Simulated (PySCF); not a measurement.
## Spinor energies of V¹³⁺ (vanadium, charge +13)

Start: [Ne]. Calculated with PySCF 2.14 in an uncontracted even-tempered set (18 s from 2.3 bohr⁻², ratio 2.4; 12 p from 3 bohr⁻², ratio 2.4; 5 d from 16 bohr⁻², ratio 2.6; 5 f from 24 bohr⁻², ratio 2.6): generalised Hartree-Fock with the X2C-1e Hamiltonian and a Gaussian nucleus; one run each with spin-orbit coupling (SO) switched off, then screened by Boettger's factors.

```tsv
spinor shell	electrons	ε, spin-free (eV)	ε, screened SO (eV)	weight of nominal j (screened SO)	rms radius, screened SO (bohr)
1s1/2	2	-5896.7	-5896.6	1.000	0.0767
2s1/2	2	-1008.1	-1008.1	1.000	0.328
2p1/2	2	-900.19	-905.27	1.000	0.295
```

**Question.** Where does 2p3/2 lie, and what is the 2p spin-orbit splitting (screened SO)?

**Answer.** At -897.70 eV, 7.569 eV above 2p1/2.

```json
{"quantity": "E (hartree)", "spin-free": "-877.10721", "screened SO": "-877.11560"}
{"quantity": "M_J", "spin-free": "0", "screened SO": "0"}
{"quantity": "⟨J²⟩", "spin-free": "0.000", "screened SO": "0.000"}
{"quantity": "⟨L²⟩", "spin-free": "0.000", "screened SO": "0.000"}
{"quantity": "⟨S²⟩", "spin-free": "0.000", "screened SO": "0.000"}
```

Without spin-orbit coupling the j labels of p, d and f shells carry no meaning; the spin-free column gives the mean over the occupied spinors of each nl shell.
